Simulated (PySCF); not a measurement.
## Does the structure fit the spectrum?

A compound C$_{6}$H$_{12}$O$_{2}$Si gives the data below (simulated from a calculation) and was assigned the structure `C=C(C)O[C@@H]1[SiH2][C@H]1OC`.

¹³C{¹H} NMR (computed): δ 158.5 (CH), 88.4 (CH2), 75.5 (CH2), 72.2 (CH2), 63.8 (CH), 12.3 (CH2).

¹H NMR (500 MHz, computed): δ 6.66 (m, 1H), 4.74 (m, 1H), 4.61 (m, 1H), 4.53 (m, 1H), 4.17 (m, 1H), 4.12 (m, 1H), 4.02 (m, 1H), 3.90 (m, 1H), 3.56 (m, 1H), 3.48 (m, 1H), 1.12 (m, 1H), 0.68 (m, 1H).

- geometry from GFN2-xTB
- PBE0/pcSseg-1 with gauge-including orbitals
- program: PySCF 2.14.0 with density-fitted response routines
- in vacuum, relativity neglected, one conformer

Scale: TMS for ¹H (31.72 ppm) and ¹³C (186.93 ppm) (reference shieldings calculated alike).

(1) Compare with the shifts computed for the proposed structure, pairing carbons in order of shift.

(2) Which isomer fits?

Results:

(1) Numbering as in the mapped SMILES `[CH2:1]=[C:2]([CH3:3])[O:4][C@@H:5]1[SiH2:6][C@H:7]1[O:8][CH3:9]`. Hydrogens are named by the atom that carries them.

| atom | computed for proposal | given list | difference |
| --- | --- | --- | --- |
| C2 | 168.9 | 158.5 | +10.4 |
| C1 | 89.2 | 88.4 | +0.8 |
| C7 | 71.2 | 75.5 | -4.3 |
| C9 | 62.4 | 72.2 | -9.8 |
| C5 | 60.7 | 63.8 | -3.1 |
| C3 | 24.3 | 12.3 | +12.0 |

The rms difference is 7.9 ppm and the largest +12.0 ppm at C3 (allylic methyl carbon). The carbon types in order of shift don't match either: C, CH2, CH, CH3, CH, CH3 for the proposal against CH, CH2, CH2, CH2, CH, CH2 in the data. The proposal doesn't fit.

(2) `C=CO[C@@H]1COCC[SiH2]1`.

Carbon types of the structure: 2 × CH, 4 × CH2, leaving 2 H on heteroatoms. δC 158.5: alkene carbon bearing oxygen; an sp2 carbon further deshielded by the attached heteroatom. δC 88.4: β carbon of an enol-ether or enamine type C=C; the O or N lone pair pushes π density onto this β carbon and shields it. δC 75.5, 72.2: sp3 CH2 bonded to O; pulled downfield by the heteroatom. δC 63.8: sp3 CH bonded to O and Si; the inductive effect lowers its shielding.

Other isomers checked: CC(=O)[C@@H]1COCC[SiH2]1 (rms 28.5 ppm).

The shifts were computed for this structure.

Shifts are as computed. Against solution values, carbons near 30 ppm lie about +3 ppm off and those near 130 ppm about +5 ppm. Of 1309 compounds with measured shifts, 239 miss one by over three times the rms of a fit or turn the order of signals round; such compounds aren't used in these exercises. No couplings were computed; multiplicities are counted from neighbouring protons, with m where these are inequivalent, close in shift, in a saturated or five-membered ring or joined by F or P, and br s for small geminal =CH2 splittings.
